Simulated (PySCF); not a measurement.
Distorted geometries of [HfOF3]−

[HfOF3]− (singlet). PySCF 2.14.0, RKS TPSS, Hf def2-SVP with ECP60, O def2-SVP, F def2-SVP; non-relativistic Hamiltonian with scalar-relativistic core potentials where named; density fitting; no spin-orbit coupling. Relaxed geometry:

```xyz
5

Hf    0.0112    0.0112    0.0112
O     1.0649    1.0649    1.0649
F    -1.1356   -1.1356    1.1623
F     1.1623   -1.1356   -1.1356
F    -1.1356    1.1623   -1.1356
```

**Question.** Order these distorted geometries by energy above the relaxed one, lowest first.
A.
```xyz
5

Hf   -0.0887   -0.0516    0.0478
O     1.0244    1.0945    1.0809
F    -1.0580   -1.1742    1.2041
F     1.1405   -1.0733   -1.1297
F    -1.0509    1.1718   -1.2359
```
B.
```xyz
5

Hf   -0.0436   -0.0011    0.0483
O     1.1486    0.9646    1.2372
F    -1.1546   -1.0578    1.1945
F     1.0918   -1.2786   -1.3122
F    -1.0750    1.3401   -1.2007
```
C.
```xyz
5

Hf    0.0397   -0.2577   -0.1797
O     1.2313    1.0849    1.1659
F    -1.1423   -1.1124    1.2417
F     1.0448   -0.9548   -1.0853
F    -1.2063    1.2072   -1.1753
```

**Answer.** A (0.38 eV), B (0.78 eV), C (7.39 eV).

**Question.** Which forces (eV/Å) act in the one that lies 0.38 eV up?

**Answer.** 
```
Hf   3.54  4.05 -1.22
O   -1.51 -1.54 -1.10
F   -1.69 -1.70  1.68
F   -0.23 -0.25  0.15
F   -0.12 -0.56  0.49
```
Forces carry noise of the integration grid, about 0.01 to 0.03 eV/Å.

No frequency check is given that shows the relaxed geometry to be a minimum.
